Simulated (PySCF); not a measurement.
# Computed properties of W(O)2(F)(NH2) (FH₂NO₂W), SMILES [F][W](=[O])([NH2])=[O], multiplicity 1

W(O)2(F)(NH2) (FH₂NO₂W), SMILES [NH2][W](=[O])(=[O])[F], multiplicity 1. Coordinates come from a PBE0-D3(BJ)/def2-SVP optimisation. The spin state was assumed, not searched. The structure was generated by enumeration; whether it is a known compound was not checked. The def2 effective core potentials stand for the cores of W; spin–orbit coupling is left out. One conformer was computed; it need not be the lowest. All values are computed for the isolated molecule unless a solvent is named; none is compared with measurement here.

**Structure.** The optimised structure has Cs symmetry. All 15 harmonic modes at PBE0-D3(BJ)/def2-SVP (PySCF) are real, so it is a minimum. With heavy atoms numbered as in [W:1](=[O:2])(=[O:3])([F:4])[NH2:5], the shortest bond between them is W1–O2 at 1.703 Å and the longest W1–N5 at 1.929 Å.

**Vibrations.** The strongest infrared lines (harmonic, unscaled, degenerate partners summed) lie at 1020 cm⁻¹ (219 km/mol, O 88 %, W 12 %), 529 cm⁻¹ (204 km/mol, H 77 %, N 22 %), 3580 cm⁻¹ (136 km/mol, H 96 %). The softest mode is at 192 cm⁻¹ and the zero-point energy is 21.6 kcal/mol.

**Electronic structure.** M06-2X/def2-TZVP (PySCF) places the frontier levels at -10.52 and -0.76 eV, a gap of 9.76 eV, and gives a dipole moment of 4.23 D and a mean polarisability of 47.3 bohr³. PBE/def2-TZVP (PySCF) at the same geometry gives -7.49 and -2.55 eV, so its gap is 4.82 eV narrower. An orbital gap is neither the optical nor the fundamental gap.

**Excitations.** TDA-ωB97X/def2-SVPD (PySCF) has S1 at 5.40 eV (230 nm, f = 0.001, dark); the most intense of the 10 singlets computed lies at 6.32 eV (f = 0.08). T1 (TDA) is at 5.03 eV, 0.37 eV under S1. TDA-PBE/def2-SVPD (PySCF) puts S1 at 4.98 eV. No vertical singlet excitation falls in the visible range (under 3.1 eV).
